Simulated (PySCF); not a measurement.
**Mo (molybdenum, neutral) across methods**

[Kr] 4d5 5p1, high-spin 7P determinant (an excited configuration). Computed with PySCF 2.14 in ANO-RCC-VTZP (7s6p4d2f1g, 68 functions), with the spin-free X2C one-electron Hamiltonian (Gaussian nucleus). The B2PLYP total includes its PT2 part (frozen core); its orbital energies are those of the SCF part.

| method | E (hartree) | mean ε 4p β (eV) | mean ε 4d α (eV) | mean ε 5p α (eV) | Σ⟨r²⟩ (bohr²) | ⟨S²⟩ |
| --- | --- | --- | --- | --- | --- | --- |
| PBE0 | -4047.82 | -39.356 | -6.895 | -2.280 | 62.69 | 12.001 |
| B2PLYP | -4047.58 | -41.610 | -8.092 | -2.604 | 63.07 | 12.001 |
| r2SCANh | -4048.12 | -38.711 | -6.406 | -2.087 | 62.68 | 12.001 |
| PBE | -4047.75 | -37.196 | -5.576 | -1.867 | 62.96 | 12.001 |
| r2SCAN | -4048.13 | -37.900 | -5.885 | -1.903 | 62.75 | 12.001 |

Q: Estimate the same row for LDA.

A: E (hartree) = -4043.37; mean ε 4p β (eV) = -37.679; mean ε 4d α (eV) = -5.779; mean ε 5p α (eV) = -2.028; Σ⟨r²⟩ (bohr²) = 63.10; ⟨S²⟩ = 12.000.
